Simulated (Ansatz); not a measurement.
Saddle point of Si$_{2}$H$_{6}$SO, singlet (Si₂H₆SO ([OH][SiH]([SiH3])[SH]) → Si₂H₄O ([O][SiH][SiH3]) + H₂S (still joined by a long Si–S bond); bonds formed: S2–H4; bonds broken: O3–H4; bonds weakened to dative contacts: Si1–S2), PBE0-D4/def2-TZVP structure:

```json
{"atom": "Si1", "x (Å)": "-0.1264", "y (Å)": "0.8410", "z (Å)": "0.0313"}
{"atom": "S2", "x (Å)": "1.0657", "y (Å)": "-0.1306", "z (Å)": "-1.8838"}
{"atom": "O3", "x (Å)": "-1.1859", "y (Å)": "1.3935", "z (Å)": "-0.9613"}
{"atom": "H4", "x (Å)": "-0.1507", "y (Å)": "0.5883", "z (Å)": "-2.0746"}
{"atom": "H5", "x (Å)": "0.9553", "y (Å)": "1.7101", "z (Å)": "0.5915"}
{"atom": "Si6", "x (Å)": "-0.5282", "y (Å)": "-1.0413", "z (Å)": "1.3752"}
{"atom": "H7", "x (Å)": "1.8127", "y (Å)": "0.9725", "z (Å)": "-2.0629"}
{"atom": "H8", "x (Å)": "0.7498", "y (Å)": "-1.5291", "z (Å)": "1.9624"}
{"atom": "H9", "x (Å)": "-1.1302", "y (Å)": "-2.1179", "z (Å)": "0.5455"}
{"atom": "H10", "x (Å)": "-1.4622", "y (Å)": "-0.6865", "z (Å)": "2.4767"}
```

Energies are electronic, without zero-point energy. Barriers and step energies count from the start structure reached by relaxing down the imaginary mode; all methods use the PBE0-D4 structures, on which another method's saddle can fall below an end. Ansatz 0.2.0; basis: def2-TZVPP, with def2-QZVPP for the basis limit; cores frozen in the correlated methods. B3LYP uses VWN-RPA correlation. Extrapolation: Hartree–Fock as exp(−7.88 √X), correlation as X^−2.97.

```tsv
method	barrier (eV)	step energy (eV)
SPW92	1.959	2.023
PBE-D4	?	1.907
BLYP-D4	1.978	1.799
r2SCAN-D4	2.171	2.052
B97M-V	2.258	2.089
PBE0-D4	2.256	2.139
B3LYP-D4	?	2.008
r2SCAN0-D4	2.357	2.217
BHLYP-D4	2.483	2.245
CAM-B3LYP-D4	2.304	2.114
wB97X-V	2.350	2.159
wB97M-V	?	2.125
B2PLYP	2.226	2.039
PBE-QIDH	2.363	2.223
RPA on PBE	2.211	1.991
HF	2.836	2.445
MP2	2.254	2.096
CCSD	2.420	2.189
CCSD(T)	2.303	2.113
```

**Question.** Fill in the withheld barriers. (Judge from chemistry; the value comes from the calculation.)

**Answer.** The calculation gives: B3LYP-D4 2.201; wB97M-V 2.304; PBE-D4 1.990 eV. Each is the energy of the saddle less that of the start structure, by the same method.

For comparison, the barrier by CCSD(T) at an estimated basis limit (MP2 extrapolated from triple and quadruple zeta, plus CCSD(T) − MP2 in triple zeta) is 2.300 eV.

No T1 diagnostic of these runs exceeds 0.018.

Labels in which every atom is bracketed show which atoms are joined, not bond orders.

For scale, one of the runs: CCSD(T)/def2-TZVPP, 241 basis functions, launched by `ansatz run in.yaml --threads 4 --pin off --events-out ev --progress --plain --max-ram 9574MiB`. The run took 64 s on 4 CPU threads of an Arm Neoverse V2 (shared host), with 4.2 GiB of host memory at its peak.
